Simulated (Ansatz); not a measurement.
Mulliken charges of H6SSi3, SMILES `S[SiH]1[SiH2][SiH2]1` from PBE/def2-TZVPP in Ansatz (PBE0-D4/def2-TZVP geometry).

| atom | x (Å) | y (Å) | z (Å) | charge (e) |
| --- | --- | --- | --- | --- |
| S1 | -2.163 | 0.105 | -1.385 | -0.228 |
| Si2 | -0.975 | 0.306 | 0.377 | 0.139 |
| Si3 | 0.555 | -1.439 | 0.481 | 0.074 |
| Si4 | 1.269 | 0.712 | -0.076 | 0.066 |
| H5 | -2.127 | 1.403 | -1.735 | 0.122 |
| H6 | -1.677 | 0.841 | 1.572 | -0.044 |
| H7 | 0.982 | -1.922 | 1.818 | -0.034 |
| H8 | 0.473 | -2.519 | -0.532 | -0.028 |
| H9 | 1.649 | 1.064 | -1.465 | -0.029 |
| H10 | 2.098 | 1.398 | 0.948 | -0.037 |

Q: By hand: the dipole of these point charges (1 e Å = 4.8032 D).

A: Σ q r = (0.125, 0.147, 0.078) e Å, of length 0.208 e Å = 1.00 D.

Q: How does the dipole of the full density compare? (An estimate is asked.)

A: Ansatz gave: (0.078, 0.152, 0.037) e Å, 0.84 D; the point charges give 1.19 times that, at 16° from its direction.

Point charges leave out the atoms' own dipoles, such as those of lone pairs, and Mulliken's split depends on the basis, so the two needn't agree.
